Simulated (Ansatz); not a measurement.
`[ZnH][S][SiH2][TeH]`, charge 0, multiplicity 1.

**Question.** Give a relaxed structure at PBE0-D4/def2-TZVP (the Gaussian-basis code of Ansatz). (Estimate.)

**Answer.** The calculation gave: 
Cartesian coordinates in Å:
```
Zn 1.0598 -0.7712 1.4083
S -0.2503 1.0330 1.5932
Si -0.5163 1.1192 -0.4780
Te 0.2923 -1.0619 -1.4987
H 2.0055 -1.8842 1.9006
H 0.3445 2.1113 -1.1722
H -1.9274 1.3288 -0.8865
H -1.0081 -1.8748 -0.8668
```
